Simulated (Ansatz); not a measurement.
A run for Ansatz (an electronic-structure program): R-B2PLYP/def2-TZVPP on H2 (SMILES [H][H]).

Ansatz 0.2 input:
```yaml
crystal:
  periodic: [false, false, false]
  atoms:
    - {symbol: H, position_ang: [0.00000000, 0.00000000, 0.37198582]}
    - {symbol: H, position_ang: [-0.00000000, -0.00000000, -0.37198582]}
basis:
  gaussian:
    orbitals: def2-TZVPP
hamiltonian:
  xc: {name: B2PLYP}
magnetization: {spin_polarized: false}
correlation: {electrons: outside_noble_gas}
scf: {lower_state_search: off}
```

**Question.** Predict the final total energy.

**Answer.** -1.1699 hartree.
